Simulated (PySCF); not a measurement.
Molecule: `C=NCCC(C)C`, C$_{6}$H$_{13}$N.

Bonds (- single, = double, # triple, : aromatic): C1=N2, N2-C3, C3-C4, C4-C5, C5-C6, C5-C7. C1 carries H8, H9; C3 carries H10, H11; C4 carries H12, H13; C5 carries H14; C6 carries H15, H16, H17; C7 carries H18, H19, H20. H8 is cis to C3; H9 is trans to C3.

Frames of a GFN2-xTB Langevin trajectory at 300 K; GIAO PBE0/pcSseg-1 shieldings in PySCF, gas phase, non-relativistic; equivalent atoms averaged within each frame.

Chemical shifts δ = σref − σ; 13C (186.93 ppm) and 1H (31.72 ppm) against TMS; 15N (267.73 ppm) vs NH3, all at this level. The references are static minima.

Question: How do the shifts (ppm) fluctuate along the trajectory?

Answer: 
```tsv
time (fs)	C1	C3	C4	C5	C6/C7	N2	H8	H9	H10/H11	H12/H13
250	150.1	65.5	42.5	23.7	21.9	398.8	7.76	7.20	3.55	1.11
425	156.6	63.3	35.8	20.7	19.5	430.5	7.47	7.19	3.26	1.09
625	156.4	57.3	36.3	23.8	29.1	413.4	7.96	6.87	3.42	1.66
800	156.9	61.6	40.3	28.7	32.8	423.9	7.84	7.35	3.66	1.36
1000	161.3	73.7	39.8	25.0	28.5	418.4	8.26	7.03	3.77	1.30
mean of frames	156.2	64.3	38.9	24.4	26.4	417.0	7.86	7.13	3.53	1.30
standard deviation	4.0	6.0	2.8	2.9	5.5	12.0	0.29	0.19	0.20	0.23
```

5 frames give an uncertainty of the mean of about the standard deviation over 2.2 at best, since frames this close in time may not be independent; classical motion lacks zero-point vibration, and the reference would need the same averaging.
